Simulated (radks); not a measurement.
Spherical quantum dot in the effective-mass picture: electrons in a parabolic well V = omega^2 r^2 / 2 with omega = 3.09, with a point charge +1 (a donor) at the centre, all in effective atomic units (hartree* = m*/eps^2 hartree, bohr* = eps/m* bohr), one dielectric constant everywhere. Calculated with a radial shooting solver with Libxc functionals: non-relativistic Kohn-Sham, LDA (Slater exchange, Perdew-Wang correlation), spin-polarised, spherical densities. Levels are named by radial order and angular momentum (1s, 1p, 1d, 2s, ...), and open shells are averaged over m. Results are scaled to m* = 0.319 and eps = 13, for which hartree* = 51.36 meV and bohr* = 2.157 nm.

N = 39, configuration 1s2 1p6 1d10 2s2 1f14 2p(up 3, down 2). This is the lowest configuration that the search found. Occupied and some empty levels:

level    occupation  eigenvalue (meV)  <r> (nm)
1s up             1            1699.8     1.792
1s down           1            1701.2     1.799
1p up             3            1792.5     2.481
1p down           3            1793.3     2.485
2s up             1            1872.9     2.527
2s down           1            1874.0     2.522
1d up             5            1880.8     2.896
1d down           5            1881.4     2.896
1f up             7            1974.2     3.209
1f down           7            1974.7     3.209
2p up             3            1989.0     2.855
2p down           2            1990.3     2.855
1g up             0            2073.5     3.468
1g down           0            2074.1     3.467
3s up             0            2089.3     2.952
3s down           0            2090.2     2.953
2d up             0            2099.0     3.156
2d down           0            2099.9     3.159

Energy (meV): total 48582.0, kinetic 7213.4, external 16838, Hartree 26273, exchange-correlation -1741.9.

Electron density:

r (nm)  n(r) (e/nm^3)
0.423          0.3117
0.877          0.2581
1.33           0.2216
1.78           0.1925
2.24           0.1797
2.69           0.1695
3.15           0.1374
3.60          0.08577
4.05          0.03884
4.51          0.01257
4.96         0.002874
5.42        0.0004605
5.87       0.00005309
